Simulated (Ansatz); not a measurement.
Consider the cleavage of the Si–Si bond: `C[Si](N)(N)[SiH3]` + `OC(O)(O)F` → `OC(O)(F)O[SiH3]` + `C[SiH](N)N`.

Program: Ansatz. Geometries: PBE0-D4/def2-TZVP. ΔE: electronic, gas phase. CBS: MP2 limit from def2 TZ/QZ plus the TZ coupled-cluster correction, frozen cores. DFT in def2-TZVPP. B3LYP here is the variant with VWN-RPA as its local correlation; programs differ in this. Each species was taken in one conformer, which may not be the lowest.

`C[Si](N)(N)[SiH3]`:

Z-matrix (Å, degrees):
```
C
Si 1 1.872
H 1 1.093 2 110.7
H 1 1.094 2 111.5 3 -119.8
H 1 1.094 2 110.6 3 119.7
N 2 1.722 1 105.4 3 -177.5
N 2 1.717 1 116.9 3 -60.3
Si 2 2.358 1 109.1 3 58.3
H 6 1.007 2 120.0 1 -33.4
H 6 1.008 2 119.9 1 -178.1
H 7 1.008 2 120.7 1 -64.1
H 7 1.006 2 121.4 1 86.4
H 8 1.492 2 110.8 1 46.2
H 8 1.494 2 112.6 1 -73.8
H 8 1.491 2 111.4 1 165.7
```

`OC(O)(O)F`:

Z-matrix (Å, degrees):
```
C
O 1 1.361
O 1 1.384 2 113.5
O 1 1.361 2 105.9 3 125.2
F 1 1.366 2 110.3 3 -115.4
H 2 0.963 1 107.2 3 55.3
H 3 0.963 1 106.7 2 60.5
H 4 0.963 1 107.2 2 179.6
```

`OC(O)(F)O[SiH3]`:

Cartesian coordinates in Å:
```
O -1.399 0.197 -0.301
C -0.567 -0.762 0.240
O -0.838 -2.029 -0.198
F -0.779 -0.806 1.585
O 0.714 -0.409 -0.024
Si 1.266 1.171 -0.031
H -2.308 -0.041 -0.089
H -0.456 -2.117 -1.077
H 0.765 1.905 1.154
H 0.865 1.862 -1.278
H 2.738 1.028 0.019
```

`C[SiH](N)N`:

Cartesian coordinates in Å:
```
C -0.926 1.064 -0.711
Si -0.171 -0.351 0.247
N 0.808 0.047 1.596
N 0.836 -1.184 -0.866
H -0.154 1.722 -1.117
H -1.575 1.660 -0.064
H -1.536 0.701 -1.544
H -1.285 -1.143 0.854
H 1.647 0.593 1.499
H 0.410 0.124 2.516
H 0.588 -1.241 -1.840
H 1.358 -1.993 -0.570
```

```tsv
level	ΔE (kJ/mol)	difference from CCSD(T)/CBS
PBE-D4	-65.8	28.0
r2SCAN-D4	-86.2	7.6
PBE0-D4	-74.0	19.8
B3LYP-D4	-91.6	2.2
ωB97X-V	-92.2	1.6
ωB97M-V	-96.9	-3.1
B2PLYP	-98.8	-5.0
PBE	-68.2	25.6
r2SCAN	-87.0	6.8
PBE0	-76.4	17.4
B3LYP	-95.3	-1.5
HF/def2-TZVPP	-120.3	-26.5
MP2/def2-TZVPP	-100.2	-6.4
SCS-MP2/def2-TZVPP	-104.9	-11.1
CCSD/def2-TZVPP	-97.1	-3.3
CCSD(T)/def2-TZVPP	-93.2	0.6
HF/def2-QZVPP	-122.5	-28.7
MP2/def2-QZVPP	-101.3	-7.5
SCS-MP2/def2-QZVPP	-105.8	-12.0
HF/CBS(def2)	-122.8	-29.0
MP2/CBS(def2)	-100.8	-7.0
CCSD/CBS(def2)	-97.7	-3.9
CCSD(T)/CBS	-93.8	0
```

Largest T1 diagnostic among the species: 0.012.

From PBE to PBE0 (25 % exact exchange), in def2-TZVPP and without D4, ΔE moves by −8.2 kJ/mol. In def2-TZVPP, CCSD(T) changes the Hartree–Fock value by +27.1 kJ/mol (the triples alone add +3.9 kJ/mol) and MP2 by +20.0 kJ/mol. The D4 term adds +3.7 kJ/mol with B3LYP and +2.3 kJ/mol with PBE0; it sums over pairs of atoms, weighted by their polarisabilities, and B3LYP, whose exchange is more repulsive, gets the larger term.
